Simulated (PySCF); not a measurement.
Unrelated species, one level of theory. Computed with PySCF 2.14.0, density-fitted response routines, TDDFT CAM-B3LYP/def2-SVPD, vertical, gas phase, core orbitals frozen in the response. Geometries: GFN2-xTB; one conformer of each isolated species. Triplets are in the Tamm–Dancoff approximation. 'Strongest' means the level of largest summed f among the lowest 8 singlets; it needn't be the same kind of state in each.

Question: Rank by computed lowest singlet excitation energy, highest first.
A. `C(C)C1=C[C@@H](F)[SiH2]1`
B. `[SiH3]C1=NC=CP=C1`
C. `C=C/C=C(/C)[SiH2]F`
D. `FC(F)c1ccco1`
E. `C=Cc1cccs1`
F. `O=[PH]1CCC1`
G. `CC1=C[Si@H](F)CC1`
H. `[H]/P=C(\C)OC`

Answer: F (7.24 eV), G (6.54 eV), A (6.23 eV), D (6.08 eV), C (5.49 eV), H (5.18 eV), E (4.61 eV), B (3.89 eV).

| SMILES | S1 (eV) | gap (eV) | LUMO (eV) | HOMO (eV) | strongest (eV) | first f ≥ 0.01 (nm) | S1 mainly |
| --- | --- | --- | --- | --- | --- | --- | --- |
| O=[PH]1CCC1 | 7.24 | 10.40 | 1.16 | -9.24 | 8.32 | 162 | H→L+1 (66%) |
| CC1=C[Si@H](F)CC1 | 6.54 | 9.54 | 0.75 | -8.79 | 6.54 | 190 | H→L (87%) |
| CCC1=C[C@@H](F)[SiH2]1 | 6.23 | 9.67 | 0.74 | -8.93 | 7.32 | 199 | H→L (57%) |
| FC(F)c1ccco1 | 6.08 | 9.01 | 0.53 | -8.48 | 8.10 | 204 | H→L (97%) |
| C=C/C=C(/C)[SiH2]F | 5.49 | 7.88 | -0.14 | -8.02 | 5.49 | 226 | H→L (98%) |
| [H]/P=C(\C)OC | 5.18 | 7.90 | 0.25 | -7.65 | 5.18 | 239 | H→L (94%) |
| C=Cc1cccs1 | 4.61 | 7.24 | -0.25 | -7.48 | 4.61 | 269 | H→L (95%) |
| [SiH3]c1cpccn1 | 3.89 | 7.46 | -1.12 | -8.59 | 6.23 | 252 | H→L (98%) |

H and L stand for HOMO and LUMO.

Mean S1 by what the SMILES shows (count): a double or triple bond but no aromatic ring 6.14 eV (5); an aromatic ring 4.86 eV (3).
